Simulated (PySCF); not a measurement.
Isomers of C3H8ClNSi2.

All values: PBE0/pcSseg-1 (PySCF) at GFN2-xTB geometries, gas phase, one conformer each.

Task: Rank by dipole moment, lowest first.
A. `[H]/[N:4]=[CH:3]\[C:2](=[CH2:1])[SiH2:5][SiH2:6][Cl:7]` with C1–C2–C3–N4 40°, C1–C2–Si5–Si6 -105°, C2–Si5–Si6–Cl7 32°
B. `[N:1]#[C:2][SiH2:3][SiH2:4][CH2:5][CH2:6][Cl:7]` with C2–Si3–Si4–C5 -24°, Si3–Si4–C5–C6 -80°, Si4–C5–C6–Cl7 52°
C. `[N:1]#[C:2][CH2:3][C@@H:4]([SiH3:5])[SiH2:6][Cl:7]` with C2–C3–C4–Si5 -64°, C3–C4–Si6–Cl7 55°
D. `[N:1]#[C:2][SiH2:3][C@@H:4]([SiH3:5])[CH2:6][Cl:7]` with C2–Si3–C4–Si5 42°, Si3–C4–C6–Cl7 49°

Result: A (2.76 D), D (3.36 D), C (3.68 D), B (4.28 D).

Task: Rank by LUMO energy, highest first.
A. `[N:1]#[C:2][CH2:3][C@@H:4]([SiH3:5])[SiH2:6][Cl:7]` with C2–C3–C4–Si5 -64°, C3–C4–Si6–Cl7 55°
B. `[N:1]#[C:2][SiH2:3][SiH2:4][CH2:5][CH2:6][Cl:7]` with C2–Si3–Si4–C5 -24°, Si3–Si4–C5–C6 -80°, Si4–C5–C6–Cl7 52°
C. `[CH2:1]=[CH:2][Si@@H:3]([Cl:4])[SiH2:5][N:6]=[CH2:7]` with C1–C2–Si3–Cl4 -5°, C2–Si3–Si5–N6 38°, Si3–Si5–N6–C7 116°
D. `[N:1]#[C:2][SiH2:3][C@@H:4]([SiH3:5])[CH2:6][Cl:7]` with C2–Si3–C4–Si5 42°, Si3–C4–C6–Cl7 49°
E. `[H]/[N:4]=[CH:3]\[C:2](=[CH2:1])[SiH2:5][SiH2:6][Cl:7]` with C1–C2–C3–N4 40°, C1–C2–Si5–Si6 -105°, C2–Si5–Si6–Cl7 32°

Result: A (-0.23 eV), D (-0.57 eV), B (-0.76 eV), C (-1.16 eV), E (-1.56 eV).

All values together:

| SMILES | μ (D) | HOMO (eV) | LUMO (eV) | lowest IAO charge (e) | highest IAO charge (e) | lowest Hirshfeld charge (e) | highest Hirshfeld charge (e) |
| --- | --- | --- | --- | --- | --- | --- | --- |
| C=C[Si@@H](Cl)[SiH2]N=C | 2.70 | -7.16 | -1.16 | -0.522 (N) | +0.656 (Si) | -0.229 (N) | +0.277 (Si) |
| N#CC[C@@H]([SiH3])[SiH2]Cl | 3.68 | -8.77 | -0.23 | -0.650 (C) | +0.790 (Si) | -0.218 (N) | +0.341 (Si) |
| [H]/N=C\C(=C)[SiH2][SiH2]Cl | 2.76 | -7.47 | -1.56 | -0.417 (N) | +0.511 (Si) | -0.226 (N) | +0.258 (Si) |
| N#C[SiH2][C@@H]([SiH3])CCl | 3.36 | -8.87 | -0.57 | -0.646 (C) | +0.745 (Si) | -0.197 (N) | +0.361 (Si) |
| N#C[SiH2][SiH2]CCCl | 4.28 | -8.60 | -0.76 | -0.525 (C) | +0.456 (Si) | -0.206 (N) | +0.272 (Si) |

Conformers: `[CH2:1]=[CH:2][Si@@H:3]([Cl:4])[SiH2:5][N:6]=[CH2:7]` with C1–C2–Si3–Cl4 -5°, C2–Si3–Si5–N6 38°, Si3–Si5–N6–C7 116°; `[N:1]#[C:2][CH2:3][C@@H:4]([SiH3:5])[SiH2:6][Cl:7]` with C2–C3–C4–Si5 -64°, C3–C4–Si6–Cl7 55°; `[H]/[N:4]=[CH:3]\[C:2](=[CH2:1])[SiH2:5][SiH2:6][Cl:7]` with C1–C2–C3–N4 40°, C1–C2–Si5–Si6 -105°, C2–Si5–Si6–Cl7 32°; `[N:1]#[C:2][SiH2:3][C@@H:4]([SiH3:5])[CH2:6][Cl:7]` with C2–Si3–C4–Si5 42°, Si3–C4–C6–Cl7 49°; `[N:1]#[C:2][SiH2:3][SiH2:4][CH2:5][CH2:6][Cl:7]` with C2–Si3–Si4–C5 -24°, Si3–Si4–C5–C6 -80°, Si4–C5–C6–Cl7 52°.
